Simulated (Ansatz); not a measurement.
Mulliken charges of GaH5OSi, SMILES `[SiH3][O][GaH2]` from B3LYP/def2-TZVPP in Ansatz (PBE0-D4/def2-TZVP geometry).

```
atom   x (Å)   y (Å)   z (Å)  charge (e)
 Si1  -0.737   1.064  -0.430       0.417
  O2   0.575   0.286   0.142      -0.426
 Ga3   1.079  -1.365   0.596       0.350
  H4  -1.876   0.124  -0.648      -0.088
  H5  -0.415   1.718  -1.727      -0.086
  H6  -1.171   2.109   0.536      -0.086
  H7   2.547  -1.457   1.099      -0.037
  H8  -0.002  -2.479   0.431      -0.044
```

Task: By hand: the dipole of these point charges (1 e Å = 4.8032 D).

Result: Σ q r = (0.033, -0.333, 0.069) e Å, of length 0.342 e Å = 1.64 D.

Task: How does the dipole of the full density compare? (Estimate.)

Result: Ansatz gave: (0.075, -0.282, 0.074) e Å, 1.45 D; the point charges give 1.13 times that, at 9° from its direction.

Point charges leave out the atoms' own dipoles, such as those of lone pairs, and Mulliken's split depends on the basis, so the close match here is no proof of good charges.

B3LYP here is the variant with VWN-RPA as its local correlation; programs differ in this.
